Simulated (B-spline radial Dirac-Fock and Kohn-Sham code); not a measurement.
Neutral thulium: differential elastic cross section for electrons at 1.5 keV

Model: relativistic (Dirac) partial waves in the static field of the Dirac-Fock atom with Furness-McCarthy exchange, without polarisation or absorption potentials. Program: a radial finite-basis atomic code.

```csv
θ (°),dσ/dΩ (a₀²/sr),Sherman function
0,292,0.000
1,266,0.000
2,206,0.000
3,143,0.000
5,62.8,0.000
7,30.8,0.000
10,13.0,0.001
15,4.06,0.000
20,1.77,-0.004
25,0.965,-0.011
30,0.591,-0.015
40,0.291,0.006
50,0.181,0.050
60,0.119,0.060
70,0.0730,-0.012
80,0.0507,-0.144
90,0.0604,-0.115
100,0.0842,-0.005
110,0.0851,0.081
120,0.0465,0.189
130,0.00559,0.515
140,0.0383,-0.211
150,0.198,-0.090
160,0.455,-0.044
170,0.697,-0.019
180,0.796,0.000
```

Question: What integrated cross sections go with this distribution?

Answer: The total elastic cross section is 8.41 a₀², the first transport cross section 1.61 a₀² and the second, weighted with (3/2) sin²θ, 1.42 a₀². The mean deflection is ⟨1 − cos θ⟩ = 0.192, and 8.5 % of the collisions scatter beyond 90°.

On this grid of angles the cross section has minima near 80°, 130°, from interference among the few low partial waves with large phase shifts.

Phase shifts modulo π (rad) for κ = −1 to −5: -0.411, 0.798, -1.030, 0.462, -0.754.

Values without a named source are computed, but for edge energies of neutral atoms, which are taken from tables.
